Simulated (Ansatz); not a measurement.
Species: BNH₅, charge 0, doublet. BNH5 (SMILES [NH2+][BH3-], doublet).
B3LYP-D3(BJ)/def2-TZVP minimum from Ansatz (an electronic-structure program):
```
B
N 1 1.4529
H 2 1.0091 1 123.80
H 2 1.0095 3 113.27 1 -180.00
H 1 1.1952 2 115.55 3 0.00
H 1 1.2537 5 115.75 2 130.23
H 1 1.2537 5 115.75 6 99.53
```
Charge 0, spin multiplicity 2.

Total energies in hartree (Ansatz). Open shells are spin-unrestricted; no spin-orbit coupling. Correlated methods leave the cores frozen. No relativity. Where a partner has so few electrons that a lower coupled-cluster level is exact, that level stands in. The UHF reference of H5BN ([BH3-][NH2+], doublet) is spin-contaminated (<S^2> up to 0.04 over the pure value in the sets run).

| species | HF/cc-pVTZ | CCSD(T)/cc-pVTZ | HF/cc-pVQZ | CCSD(T)/cc-pVQZ | CCSDT(Q)/cc-pVTZ |
|---|---|---|---|---|---|
| 1: BNH5 (SMILES [BH3-][NH2+], doublet) | -82.00894 | -82.39646 | -82.01510 | -82.42223 | -82.39802 |
| 2: B (doublet) | -24.53207 | -24.59810 | -24.53297 | -24.60084 | -24.59852 |
| 3: N (quartet) | -54.40069 | -54.51471 | -54.40372 | -54.52482 | -54.51507 |
| 4: H (doublet) | -0.49981 | -0.49981 | -0.49995 | -0.49995 | -0.49981 |

### Question
Work out the atomisation energy (electronic, to ground-state atoms) in kJ/mol: take Hartree-Fock from cc-pVQZ, extrapolate the CCSD(T) correlation energy as X^-3 (X = 3, 4), and add CCSDT(Q) - CCSD(T) in cc-pVTZ. 1 hartree = 2625.5 kJ/mol.

### Answer

Species 1: correlation (64·(-0.40713) - 27·(-0.38752))/37 = -0.42144; step -0.00156; E1 = -82.01510 + (-0.42144) + (-0.00156) = -82.43810
Species 2: correlation (64·(-0.06787) - 27·(-0.06603))/37 = -0.06921; step -0.00042; E2 = -24.53297 + (-0.06921) + (-0.00042) = -24.60260
Species 3: correlation (64·(-0.12110) - 27·(-0.11402))/37 = -0.12627; step -0.00036; E3 = -54.40372 + (-0.12627) + (-0.00036) = -54.53035
Species 4: correlation (64·(0.00000) - 27·(0.00000))/37 = 0.00000; step +0.00000; E4 = -0.49995 + (0.00000) + (+0.00000) = -0.49995
-1·E1 +1·E2 +1·E3 +5·E4 = 0.80540 hartree = 2114.6 kJ/mol.
